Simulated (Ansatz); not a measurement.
Reaction (redistribution): `B[SiH2]N=C` + `B[SiH](C)C` → `B[SiH2]C` + `B[SiH](C)N=C`

Computed with Ansatz on PBE0-D4/def2-TZVP structures; ΔE is electronic, products minus reactants. CCSD(T)/CBS adds triple-zeta CCSD(T) − MP2 to the extrapolated MP2 energy (def2 sets, frozen cores). DFT in def2-TZVPP. B3LYP here is the variant with VWN-RPA as its local correlation; programs differ in this. One conformer a species, not always the lowest.

`B[SiH2]N=C`:

Z-matrix (Å, degrees):
```
Si
N 1 1.747
B 1 2.005 2 112.6
H 1 1.502 2 111.4 3 -123.6
H 1 1.491 2 106.9 3 118.9
C 2 1.257 1 124.3 3 120.2
H 3 1.197 1 118.9 2 179.9
H 3 1.194 1 123.4 2 0.1
H 6 1.103 2 124.2 1 0.8
H 6 1.097 2 120.4 1 -179.3
```

`B[SiH](C)C`:

```xyz
13

B     1.091    0.188   -1.729
Si    0.351    0.191    0.139
C    -1.205    1.226    0.334
C     0.089   -1.528    0.849
H     1.782   -0.705   -2.131
H     0.922    1.110   -2.475
H     1.458    0.855    0.908
H    -2.036    0.791   -0.227
H    -1.506    1.289    1.382
H    -1.046    2.241   -0.036
H     1.003   -2.122    0.780
H    -0.697   -2.059    0.307
H    -0.206   -1.478    1.901
```

`B[SiH2]C`:

Z-matrix (Å, degrees):
```
Si
C 1 1.876
B 1 2.010 2 116.0
H 1 1.496 2 109.7 3 -120.9
H 1 1.495 2 109.8 3 122.6
H 2 1.092 1 110.7 3 -60.3
H 2 1.092 1 110.7 3 59.3
H 2 1.092 1 111.2 3 179.5
H 3 1.197 1 119.3 2 177.5
H 3 1.197 1 123.7 2 -3.1
```

`B[SiH](C)N=C`:

Z-matrix (Å, degrees):
```
Si
C 1 1.872
N 1 1.750 2 107.5
B 1 2.008 2 112.3 3 -122.6
H 1 1.507 2 109.2 3 119.6
H 2 1.092 1 110.4 3 -60.0
H 2 1.092 1 110.6 3 -180.0
H 2 1.092 1 110.8 3 59.7
C 3 1.256 1 124.7 2 122.1
H 4 1.196 1 123.5 2 128.8
H 4 1.198 1 119.3 2 -52.9
H 9 1.103 3 124.1 1 -0.5
H 9 1.097 3 120.5 1 179.5
```

**Question.** Is it downhill or uphill in electronic energy at CCSD(T)/CBS, and by how much? (An estimate is asked.)

**Answer.** The calculation gave: Downhill: ΔE = -0.05 eV.

**Question.** What do these levels give: ωB97X-V, ωB97M-V, B2PLYP, PBE0, B3LYP, HF/def2-TZVPP, MP2/def2-TZVPP, SCS-MP2/def2-TZVPP, CCSD/def2-TZVPP, MP2/def2-QZVPP, MP2/CBS(def2), CCSD/CBS(def2)? (An estimate is asked.)

**Answer.** The calculation gave: ωB97X-V -0.05, ωB97M-V -0.05, B2PLYP -0.05, PBE0 -0.05, B3LYP -0.05, HF/def2-TZVPP -0.06, MP2/def2-TZVPP -0.05, SCS-MP2/def2-TZVPP -0.05, CCSD/def2-TZVPP -0.05, MP2/def2-QZVPP -0.05, MP2/CBS(def2) -0.05, CCSD/CBS(def2) -0.05 eV.

Largest T1 diagnostic among the species: 0.013.
